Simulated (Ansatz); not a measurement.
Geometry optimisation, DFT r2SCAN, scalar-relativistic, plane waves, PAW (Ansatz 0.2.0).

input.yaml

```yaml
crystal:
  lattice:
    - [0.0, 5.43, 5.43]
    - [5.43, 0.0, 5.43]
    - [5.43, 5.43, 0.0]
  atoms:
    - { symbol: Si, position: [0.0, 0.0, 0.0] }
    - { symbol: Si, position: [0.125, 0.125, 0.125] }
    - { symbol: Si, position: [0.0, 0.0, 0.5] }
    - { symbol: Si, position: [0.125, 0.125, 0.625] }
    - { symbol: Si, position: [0.0, 0.5, 0.0] }
    - { symbol: Si, position: [0.125, 0.625, 0.125] }
    - { symbol: Si, position: [0.0, 0.5, 0.5] }
    - { symbol: Si, position: [0.125, 0.625, 0.625] }
    - { symbol: Si, position: [0.5, 0.0, 0.0] }
    - { symbol: Si, position: [0.625, 0.125, 0.125] }
    - { symbol: Si, position: [0.5, 0.0, 0.5] }
    - { symbol: Si, position: [0.625, 0.125, 0.625] }
    - { symbol: Si, position: [0.5, 0.5, 0.0] }
    - { symbol: Si, position: [0.625, 0.625, 0.125] }
    - { symbol: Si, position: [0.5, 0.5, 0.5] }
    - { symbol: Si, position: [0.625, 0.625, 0.625] }
    - { symbol: Li, position: [0.743928, 0.2527203, 0.2581434] }
total_charge: 1
basis:
  ecutwfc: 500.0
kpoints:
  mp_grid: { grid: [2, 2, 2] }
hamiltonian:
  xc: r2scan
  pseudopotentials: { kind: paw, azcp: { folder: soft_1 } }
scf:
  occupations: { method: gaussian, width: 0.02 }
  lower_state_search: "off"
relax:
  f_tol: 0.03
  max_steps: 60
  adjacent_minimum: "off"
```

Command:

```bash
$ ansatz run input.yaml --threads 2 --pin off --max-ram 5120MiB --backend cpu --events-out ev --progress --plain --runs-dir out
```

Task: Where does it end, and by what steps?

Result: It converged. Limits of this set-up: a small cell, in which the defect meets its images, charged cell in a uniform background, uncorrected. After 3 steps the energy has fallen by 0.127 eV; Li17 moved furthest, 0.06 Å.

| step | energy less start (eV) | largest force component (eV/Å) | accepted |
| --- | --- | --- | --- |
| 0 | 0.0000 | 0.686 | yes |
| 1 | -0.1214 | 0.134 | yes |
| 2 | -0.1261 | 0.042 | yes |
| 3 | -0.1266 | 0.001 | yes |

```xyz
17
Lattice="0.0000 5.4300 5.4300 5.4300 0.0000 5.4300 5.4300 5.4300 0.0000" Properties=species:S:1:pos:R:3
Si -0.018 0.001 -0.001
Si 1.336 1.383 1.381
Si 2.719 2.737 -0.001
Si 4.084 4.064 1.365
Si 2.718 0.000 2.736
Si 4.084 1.367 4.063
Si 5.433 2.716 2.714
Si 6.782 4.064 4.063
Si 0.004 2.716 2.714
Si 1.336 4.048 4.046
Si 2.718 5.431 2.692
Si 4.101 6.814 4.046
Si 2.718 2.694 5.429
Si 4.101 4.048 6.812
Si 5.455 5.431 5.429
Si 6.782 6.797 6.795
Li 2.719 5.431 5.429
```

Time of the run: 65 s on 2 threads of Arm Neoverse V2, on a shared host, peak memory 1.5 GiB.
